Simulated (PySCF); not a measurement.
```xyz
5

O     -1.2278    -0.7015    -0.0067
Ga     0.3999    -0.0200    -0.0027
Cl     2.0511    -1.3318    -0.0380
Cl     0.6917     2.0829     0.0371
H     -1.9148    -0.0297     0.0103
```

Charge 0, multiplicity 1.

**Question.** Give the Mulliken and meta-Löwdin atomic charges from PBE0-D4/def2-TZVP (PySCF).

**Answer.** 
```
atom  Mulliken (e)  meta-Löwdin (e)
----  ------------  ---------------
O1           -0.52            -0.70
Ga2           0.66             0.87
Cl3          -0.23            -0.25
Cl4          -0.24            -0.27
H5            0.33             0.35
```
